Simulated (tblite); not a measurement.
C7H11O (doublet state).
Atom-mapped SMILES: `[CH3:1][C:2]#[C:3][C@@H:4]([CH3:5])[C@@H:6]([CH3:7])[O:8]` (hydrogens: H9, H10, H11 on C1; H12 on C4; H13, H14, H15 on C5; H16 on C6; H17, H18, H19 on C7)

Structure optimised with GFN2-xTB, isolated species. This method treats the open shell by occupation alone, without spin polarisation.

(1) What internal coordinates does the optimisation give?

Results:

(1) 
```json
{"bond": "C1–C2", "length (Å)": "1.443"}
{"bond": "C2≡C3", "length (Å)": "1.204"}
{"bond": "C3–C4", "length (Å)": "1.430"}
{"bond": "C4–C5", "length (Å)": "1.520"}
{"bond": "C4–C6", "length (Å)": "1.653"}
{"bond": "C6–C7", "length (Å)": "1.533"}
{"bond": "C6–O8", "length (Å)": "1.295"}
{"bond": "C1–H9, C1–H10, C1–H11", "length (Å)": "1.090"}
{"bond": "C4–H12", "length (Å)": "1.093"}
{"bond": "C5–H13, C5–H14, C5–H15", "length (Å)": "1.088"}
{"bond": "C6–H16", "length (Å)": "1.116"}
{"bond": "C7–H17, C7–H18, C7–H19", "length (Å)": "1.087"}
```

Bonds in one row agree within 0.01 Å and their mean is given. A selection of angles:
```json
{"angle": "C1–C2–C3", "degrees": "178.0"}
{"angle": "C2–C3–C4", "degrees": "177.8"}
{"angle": "C3–C4–C5", "degrees": "112.6"}
{"angle": "C3–C4–C6", "degrees": "109.6"}
{"angle": "C5–C4–C6", "degrees": "109.3"}
{"angle": "C4–C6–C7", "degrees": "108.2"}
{"angle": "C4–C6–O8", "degrees": "107.9"}
{"angle": "C7–C6–O8", "degrees": "116.3"}
```

Torsions: C3–C4–C6–C7 55° (synclinal).

The 6 C–C bonds span 1.204 Å (C2≡C3, drawn triple) to 1.653 Å (C4–C6, drawn single), a spread of 0.449 Å. Of the pairs four or more bonds apart, C3···H19 is among the closest relative to their van der Waals radii: 2.52 Å, 87 % of the sum of Bondi's values.

Point group: C1 (no symmetry element, even within 0.4 Å). GFN2-xTB frequencies show an imaginary mode (25i cm⁻¹), so the point is no minimum at that level. 3 starts were optimised and ended at 0.00, 0.00 and 1.32 kcal/mol (GFN2-xTB); the lowest of these is shown.

One conformer stands for the species.

All values are computed, not measured.
